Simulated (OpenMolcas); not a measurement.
**Re V: CASPT2 settings compared**

```
Program             : OpenMolcas
Basis               : ANO-RCC-VDZ [7s6p4d2f]
Scalar Hamiltonian  : DKH3, point nucleus
Active space        : 3 electrons in 10 orbitals (5d 6d)
State averaging     : 2S+1 = 4 even, 10 roots; 2S+1 = 2 even, 35 roots kept (CI in the orbitals of an earlier block)
Spin-orbit coupling : state interaction with AMFI integrals over the reference wave functions, term energies averaged over their components
```

Methods on the same reference wave functions:
A. CASSCF
B. SS-CASPT2, IPEA 0.5 Eh, real shift 0.25 Eh (closed shells correlated: 5s 5p)
C. SS-CASPT2, IPEA 0.75 Eh, no level shift (closed shells correlated: 5s 5p)
D. XMS-CASPT2, IPEA 0.15 Eh, imaginary shift 0.15 Eh (closed shells correlated: 5s 5p)

Energies in cm-1 above 5d3 4F 3/2, the measured ground level; measured values from the list in Brasseur, Gamrath and Quinet, At. Data Nucl. Data Tables 157, 101636 (2024).

| Level | A | B | C | D | Measured |
| --- | --- | --- | --- | --- | --- |
| 5d3 4F 3/2 | 0.0 | 0.0 | 0.0 | 0.0 | 0.0 |
| 5d3 4F 5/2 | 5194 | 5400 | 5400 | 5410 | 4853 |
| 5d3 4F 7/2 | 9926 | 10110 | 10110 | 10130 | 8973 |
| 5d3 4F 9/2 [63 %] | 13427 | 13470 | 13500 | 13510 | 11914 |
| 5d3 4P 1/2 [68 %] | 17162 | 15570 | 15550 | 15500 | 14325 |
| 5d3 2G 7/2 | 21895 | 21380 | 21470 | 21460 | 19013 |
| 5d3 2H 9/2 [56 %] | 22606 | 22600 | 22650 | 22670 | 19967 |
| 5d3 4P 5/2 | 24911 | 23770 | 23840 | 23760 | 20922 |
| 5d3 2P 1/2 [68 %] | 28937 | 26560 | 26430 | 26410 | 23669 |
| 5d3 2H 11/2 | 30798 | 30790 | 30860 | 30890 | 27077 |
| 5d3 2D 5/2 | 34315 | 32580 | 32660 | 32540 | 28739 |
| 5d3 2G 9/2 [56 %] | 34717 | 34420 | 34500 | 34510 | 30366 |

Deviations, from unrounded energies. A percentage is the sum of absolute deviations over the sum of measured energies, with the sign that they share, or ± where signs differ.

| Against measurement | Levels | A | B | C | D |
| --- | --- | --- | --- | --- | --- |
| mean absolute deviation (cm-1) | 11 | 3100 | 2400 | 2500 | 2500 |
| fine structure of the ground term (%) | 3 | +10.9 | +12.6 | +12.7 | +12.9 |
| other terms of the ground configuration (%) | 8 | +17.0 | +12.8 | +13.0 | +12.9 |

B, C, D lie about equally close to measurement and A furthest from it. The largest miss of B in the table is 5d3 2G 9/2 [56 %], by +4100 cm-1. The ranking rests on the paired levels alone, and a cruder setting can come out closer through cancelling errors.

Among B to D the level of the table that moves most is 5d3 2P 1/2 [68 %], by 140 cm-1 (lowest in D, highest in B). Moves below CASPT2's spread within the term are not significant.

The mean deviations of B to D differ by less than CASPT2's widest spread within a term (280 cm-1), so their order carries little weight.

From A to B the spin-free energies of the other terms of 5d3 shown, above 4F, scale by factors of 0.82 to 0.98.

The lowest spin-free term lies below A's lowest term by 0.160 hartree in B, 0.158 hartree in C, 0.166 hartree in D.

Term energies are means over components that CASPT2 splits; among the terms shown or strongly mixed into the levels shown the widest spread is 280 cm-1 (5d3 2H, D). Terms from blocks run as CI alone lack orbitals of their own. Active for correlation alone: 6d; no level in the range computed is led by a configuration that fills it, so any true level of that kind is missing. The basis is small and was not contracted for so high a charge. Without dynamic correlation excited terms often stand tens of per cent too high (terms of higher spin than the ground term too low), and those without a measured partner can miss by more than the paired ones (holds for A). Measured partners are found by configuration, term and J. A level has none where our copy of the source lacks it or the pairing is in doubt (some pairs that miss far off the trend of their configuration count as doubtful), and it then counts in no deviation. Levels of configurations outside the active space are missing. Levels that lie high or do not pair safely by name in every column are left out.

A share in square brackets marks a mixed level and gives the weight of the term that names it, the lowest over the columns.
